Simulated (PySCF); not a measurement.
Working out the ionisation energy of Ne(2+)

Ne(2+) [He] 2s2 2p4 (3P) → Ne(3+) [He] 2s2 2p3 (4S). Computed with PySCF 2.14 in aug-cc-pVQZ, with the non-relativistic Hamiltonian (point nucleus). Frozen: 1s2. Energies in hartree (1 hartree = 27.21139 eV):

```tsv
part	Ne(2+) (lower)	Ne(3+) (upper)
UHF	-126.378158	-124.105685
CCSD correlation	-0.174814	-0.124392
(T)	-0.001877	-0.001114
```

Question: What does Hartree-Fock give?

Answer: (-124.105685) − (-126.378158) = 2.272473 hartree = 61.837 eV.

Question: What do CCSD and CCSD(T) give?

Answer: The CCSD correlation energies differ by 0.050422 hartree = 1.372 eV and the triples by 0.000763 hartree = 0.021 eV, so CCSD gives 63.209 eV and CCSD(T) 63.230 eV.

A first-order spin-orbit estimate adds 0.037 eV to CCSD(T) (valence), giving 63.267 eV against 63.423 eV (measured; NIST Atomic Spectra Database, ionization energies).

What remains against the reference includes basis incompleteness, the frozen core and higher excitations.
